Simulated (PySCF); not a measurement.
## Radial density of Sc²⁺ (scandium, charge +2)

UHF, [Ar] 4s1, 2S determinant (an excited configuration). Calculation: PySCF 2.14, in aug-cc-pwCVTZ (10s9p7d4f3g, 127 functions); no relativity, point nucleus.

```tsv
r (bohr)	4πr²ρ (e/bohr)	4πr²(ρα − ρβ)
0.00131	0.1259	0.0001
0.00220	0.3430	0.0002
0.00370	0.9113	0.0006
0.00622	2.319	0.0014
0.0105	5.492	0.0034
0.0176	11.53	0.0070
0.0296	19.82	0.0110
0.0498	24.76	0.0099
0.0838	20.69	0.0003
0.141	19.37	0.0090
0.237	26.39	0.0358
0.399	14.83	-0.0002
0.671	6.958	0.0815
1.13	7.649	0.0086
1.90	1.582	0.2168
3.19	0.4092	0.3897
5.37	0.03516	0.0352
9.03	0.0001635	0.0002
```
